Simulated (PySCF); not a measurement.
**How methods differ on the excitation energy of S+**

S+ [Ne] 3s2 3p3 (4S) → S+ [Ne] 3s1 3p3 4s1 (6S), as a difference of total energies. Computed with PySCF 2.14 in dyall-av2z (13s9p2d, 50 functions), with no relativity, point nucleus. Correlated levels: valence: [Ne] frozen; virtual orbitals above 40 to 60 times the deepest correlated orbital energy dropped. The calculations carry no spin-orbit coupling.

| method | excitation energy (eV) |
| --- | --- |
| UHF | 18.506 |
| LDA | 20.576 |
| PBE | 20.498 |
| PBE0 | 20.416 |
| r2SCAN | 19.982 |
| B97-3 | 20.867 |
| BHandHLYP | 20.919 |
| wB97M-V | 20.569 |
| M06-2X | 20.994 |
| MP2 (valence) | 19.733 |
| SCS-MP2 (valence) | 20.165 |

Task: How much does correlation contribute at MP2 (valence)?

Result: 19.733 − (18.506) = 1.227 eV, measured against UHF.

The promoted electron is Rydberg-like, and one or two diffuse shells describe it only roughly, which tends to raise the upper state.
